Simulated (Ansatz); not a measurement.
The pair A = CH3F (SMILES CF) (first 5 atoms), B = C2H3N (SMILES CC#N); geometry from B3LYP-D3(BJ)/def2-TZVP.
(charge 0, multiplicity 1):
| atom | x (Å) | y (Å) | z (Å) |
|---|---|---|---|
| C | 0.3729 | 0.5925 | -0.1777 |
| F | 1.1632 | -0.2915 | 0.5656 |
| H | -0.1778 | 1.2259 | 0.5152 |
| H | 1.0306 | 1.1901 | -0.8090 |
| H | -0.3111 | 0.0062 | -0.7914 |
| C | 1.0554 | -0.3338 | 3.8062 |
| C | 0.1440 | 0.7265 | 3.4096 |
| N | -0.5750 | 1.5619 | 3.0829 |
| H | 1.4032 | -0.8583 | 2.9169 |
| H | 1.9133 | 0.0867 | 4.3315 |
| H | 0.5482 | -1.0375 | 4.4667 |

Cores are frozen in the correlated methods. MP2 and its Hartree–Fock in aug-cc-pVTZ are density fitted.

Codes used: Ansatz (Gaussian orbitals). Values without a source in brackets are computed.

The counterpoise-corrected interaction energy is E(AB) − E(A in the pair's basis) − E(B in the pair's basis). Total energies (hartree):

```csv
level,AB,A in the pair's basis,B in the pair's basis
HF/aug-cc-pVDZ,-271.0043087,-139.0574943,-131.9437580
MP2/aug-cc-pVDZ,-271.8043614,-139.4177161,-132.3813368
HF/aug-cc-pVTZ,-271.0751728,-139.0968582,-131.9753044
MP2/aug-cc-pVTZ,-272.0451043,-139.5417160,-132.4975306
CCSD(T)/aug-cc-pVDZ,-271.8735705,-139.4475235,-132.4208463
```

**Question.** Work out the counterpoise-corrected interaction energy at the basis-set limit: extrapolate the MP2 correlation part as X⁻³, take Hartree–Fock from the larger set, and add the CCSD(T) − MP2 difference of aug-cc-pVDZ.

**Answer.** 
1. Differences (1 hartree = 627.509 kcal/mol): HF/aug-cc-pVDZ -1.918; MP2/aug-cc-pVDZ -3.331; HF/aug-cc-pVTZ -1.889; MP2/aug-cc-pVTZ -3.676; CCSD(T)/aug-cc-pVDZ -3.264.
2. Correlation parts, MP2 less HF: -1.413 in aug-cc-pVDZ (X = 2), -1.787 in aug-cc-pVTZ (X = 3).
3. Limit (3³·(-1.787) − 2³·(-1.413))/(3³ − 2³) = -1.944; with HF/aug-cc-pVTZ it gives -3.833.
4. CCSD(T) less MP2 in aug-cc-pVDZ: 0.068.
Result: -3.77 kcal/mol, against -3.33 at MP2/aug-cc-pVDZ. It is an estimate of this method's limit, not of the exact value.

Ansatz is a quantum-chemistry and plane-wave program.
